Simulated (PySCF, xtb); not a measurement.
C5H10Si, SMILES CC[SiH2]C#CC.

GFN2-xTB (xtb 6.7.1) at its own geometry gives an orbital gap of 5.03 eV and a dipole moment of 1.02 D.

Geometry optimised at TPSSh-D3(BJ)/def2-SVP. One conformer was computed; it need not be the lowest.

**Question.** What does PBE/def2-TZVP (PySCF) give? (The exact figures need the calculation; the answer reports its results.)

**Answer.** gap 5.60 eV (levels -6.30 and -0.70 eV), dipole 1.48 D.
